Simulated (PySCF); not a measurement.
Compound: C₂H₈ClSi₂ (doublet state).
SMILES with atom numbers: `[SiH3:1][CH:2][C@@H:3]([SiH3:4])[Cl:5]` (hydrogens: H6, H7, H8 on Si1; H9 on C2; H10 on C3; H11, H12, H13 on Si4)

Cartesian coordinates in Å at the GFN2-xTB level; atoms count from 1:
```
atom  x, y, z in Å
Si1    2.055    0.787    0.056
C2     0.721   -0.439   -0.325
C3    -0.425   -0.658    0.510
Si4   -2.042    0.052   -0.307
Cl5   -0.844   -2.422    0.720
H6     1.526    1.775    1.003
H7     2.470    1.445   -1.186
H8     3.231    0.147    0.664
H9     0.784   -1.049   -1.214
H10   -0.307   -0.260    1.515
H11   -2.178   -0.604   -1.603
H12   -1.845    1.495   -0.440
H13   -3.150   -0.268    0.588
```

The hyperfine couplings belong to this conformer and change with its torsions.

Level of theory: PySCF, UKS B3LYP, pcH-1 on C Cl H Si, non-relativistic, mean-field spin-orbit, GIAO. One conformer (not necessarily the lowest) at the GFN2-xTB geometry, without solvent, vibrations or thermal averaging. GFN2-xTB frequencies show an imaginary mode (36i cm⁻¹), so this geometry is no minimum at that level. Couplings are sensitive to structure, and on GFN2-xTB geometries they can be far from those on DFT ones. No stability test was run, so a lower SCF solution isn't excluded.

Mulliken spin populations: Si1 -0.039, C2 +0.917, C3 -0.062, Si4 +0.058, Cl5 +0.065, H6 +0.005, H7 +0.011, H8 +0.049, H9 -0.037, H10 +0.012, H11 0.000, H12 -0.002, H13 +0.023.

Task: What dipolar couplings does the calculation give for H6, H7, H8, H10, H11, H12, H13?

Result: 
| atom | position | distance from C2 (Å) | T1 (MHz) | T2 | T3 |
| --- | --- | --- | --- | --- | --- |
| H6 | β, 2 bonds from C2 | 2.70 | -2.95 | -2.37 | 5.32 |
| H7 | β, 2 bonds from C2 | 2.71 | -3.11 | -2.23 | 5.34 |
| H8 | β, 2 bonds from C2 | 2.76 | -3.30 | -1.24 | 4.54 |
| H10 | β, 2 bonds from C2 | 2.12 | -4.65 | -3.83 | 8.49 |
| H11 | γ, 3 bonds from C2 | 3.17 | -2.87 | -1.63 | 4.51 |
| H12 | γ, 3 bonds from C2 | 3.22 | -3.07 | -1.55 | 4.62 |
| H13 | γ, 3 bonds from C2 | 3.98 | -2.10 | -0.90 | 3.00 |

Task: Estimate them with point dipoles: put each population ρk at its nucleus, leave out the nucleus itself and the atom bound to it, and sum T = Σ [ρk/(2S)]·C·(3 n nᵀ − 1)/r³ with C = μ0 gₑ μB g_N μN/(4π h) = 79.06 MHz Å³.

Result: 
```
atom  T1 (MHz)     T2     T3  T3, computed  difference in T3 (%)
  H6     -3.82  -3.17   6.99          5.32                   +31
  H7     -3.83  -3.14   6.97          5.34                   +31
  H8     -3.43  -3.28   6.71          4.54                   +48
 H10     -7.51  -6.97  14.48          8.49                   +71
 H11     -2.11  -1.85   3.97          4.51                   -12
 H12     -2.11  -1.75   3.87          4.62                   -16
 H13     -1.06  -0.89   1.95          3.00                   -35
```

In T3 the estimate is closest for H11 (-12 %, 3.17 Å from C2) and worst for H10 (+71 %, 2.12 Å).

Task: If all the spin sat on C2, T∥ = 2C/r³. What distance does the computed T3 of H6 then imply?

Result: r = (2 × 79.06/5.32)^(1/3) = 3.10 Å, against 2.70 Å in the structure.
